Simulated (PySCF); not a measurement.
MnF6 holds Mn(VI), d1, at total charge 0. The structure is a model geometry with rigid ligands and bond lengths from ionic radii, not a minimum; coordination octahedral, point group Oh, metal–donor distances 1.68 Å.

The d shell alone is too small an active space for MnF6 (an active orbital has only 0.53 squared overlap with the free ion's shell): its levels, fitted parameters, g values and moments show what this model gives and aren't sound predictions.

```
7

Mn    0.0000    0.0000    0.0000
F     0.0000    0.0000    1.6750
F     0.0000    0.0000   -1.6750
F     1.6750    0.0000    0.0000
F    -1.6750    0.0000    0.0000
F     0.0000    1.6750    0.0000
F     0.0000   -1.6750    0.0000
```

Method (PySCF 2.14, density fitting): CASSCF(1,5) with orbitals averaged over all microstates of the shell, strongly contracted NEVPT2 on the averaged canonical orbitals; basis x2c-TZVPall on the metal, x2c-SVPall elsewhere; spin-free X2C; gas phase; spin-orbit coupling by state interaction with the mean-field operator over all roots.

Question: What is the ground state?

Answer: 2T2g (S = 1/2, orbital degeneracy 3), with 1.0 electrons in the lower (t2g-type) set and 0.0 in the upper (eg-type) set, by NEVPT2.

Question: List the excited states of the same spin.

Answer: By NEVPT2: 2Eg at 36093 cm⁻¹ (277 nm). All are electric-dipole forbidden at this geometry.

Question: What ligand-field parameters describe the result?

Answer: At NEVPT2 level: orbital energies 0, 0, 0, 36093, 36093 cm⁻¹; 10Dq = 36093 cm⁻¹; ζ = 303 cm⁻¹ (free ion 518), lowered by covalency.

Question: What are the magnetic parameters?

Answer: Degenerate or low-lying orbital states mix with the ground state, so no spin-only Hamiltonian applies. The lowest spin-orbit level is 4-fold; the next lies at 553.2 cm⁻¹. μeff is 1.41 μB at 300 K and 0.30 μB at 10 K; the spin-only value is 1.73 μB.

The geometry is a model, and the complex may not exist in this form. Charge-transfer states lie outside this active space and may come lower than some of these levels. The ground state is orbitally degenerate in this regular structure, which would distort (Jahn–Teller), so its moment is that of the undistorted model. NEVPT2 on the d shell alone tends to put d–d bands too high for such charged or covalently bound ions.

The job took 11 s on one thread of Arm Neoverse V2 (shared host), with 132 basis functions, launched as `OMP_NUM_THREADS=1 python lf_run.py task.json out`.
